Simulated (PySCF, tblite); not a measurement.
Isomers of C6H7FN2O, one GFN2-xTB conformer each. Single-point energies are computed at PBE0/pcSseg-1 (PySCF, gas phase, no added dispersion term), electronic only.

Task: Rank them by PBE0/pcSseg-1 energy, lowest first (kJ/mol).
A. `[CH3:1][CH2:2][C@@H:3]([F:4])[O:5][CH:6]([C:7]#[N:8])[C:9]#[N:10]` with C1–C2–C3–F4 64°, C2–C3–O5–C6 177°, C3–O5–C6–C7 -68°
B. `[CH3:1][O:2][c:3]1[n:4][n:5][c:6]([CH3:7])[cH:8][c:9]1[F:10]` with C1–O2–C3–N4 0°

Result: B (0.0), A (47.4).

As drawn, the lower has an aromatic ring and an N–N linkage, which the higher lacks; the higher has a C≡N group, which the lower lacks. GFN2-xTB itself gives, in the same order: 0.0, 178.8. Both levels put the same isomer lowest.

Task: Which frontier levels, dipoles and rotational constants go with these structures?

Result: 
```tsv
SMILES	HOMO (eV, PBE0/pcSseg-1)	LUMO (eV)	dipole (D)	A, B, C (MHz)
COc1nnc(C)cc1F	-6.86	-1.30	1.32	2344, 1061, 737.3
CC[C@@H](F)OC(C#N)C#N	-9.80	-1.30	3.72	2285, 737.0, 643.4
```

Task: What happens when harmonic zero-point energies from GFN2-xTB frequencies are added?

Result: 
| SMILES | ZPE (kJ/mol) | electronic (kJ/mol) | with ZPE (kJ/mol) |
| --- | --- | --- | --- |
| COc1nnc(C)cc1F | 325.7 | 0.0 | 0.0 |
| CC[C@@H](F)OC(C#N)C#N | 322.4 | 47.4 | 44.1 |

The zero-point energies span 3.3 kJ/mol. The order is unchanged.
